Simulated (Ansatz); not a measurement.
# From CH4 to CHBr3: predicting a member

On one C centre, n of the H ligands are replaced by Br. The atomisation energy (no zero-point term) y in kJ/mol at CCSD(T)/def2-TZVPP. Shapes, held fixed at every level: PBE0-D4/def2-TZVP. Programs: Ansatz 0.2.0.

```
molecule  n  y (kJ/mol)
     CH4  0        1728
   CH3Br  1        1576
  CH2Br2  2           ?
   CHBr3  3        1249
```

Question: Fit y = c + s·n to the known rows and predict CH2Br2.

Answer: 
1. Means of the 3 rows: n = 1.33333, y = 1517.7.
2. Σ(Δn)² = 4.6667, Σ(Δn·Δy) = -747.67, so the slope is -747.67/4.6667 = -160.21.
3. Intercept: 1517.7 − (-160.21) × 1.33333 = 1731.3. The largest residual of the fit is 4.9.
4. CH2Br2: 1731.3 + (-160.21) × 2 = 1411 kJ/mol.

The run gave 1418 kJ/mol, so the prediction is off by -7 kJ/mol, about the scatter of the fit. The steps per swap are -152, -158, -169 kJ/mol. The slope is only an average step. Other levels give for CH2Br2: r2SCAN-D4/def2-TZVPP 1465; wB97M-V/def2-TZVPP 1445; CCSD(T)/def2-SVP 1352 kJ/mol. Spin-orbit coupling of the free atoms (H 0, Br 15 kJ/mol each; the atoms kept shift only the intercept) is left out. Relativity is left out for Br unless named. Correlated rows may include outer-core shells of Br, which these sets cover unevenly.
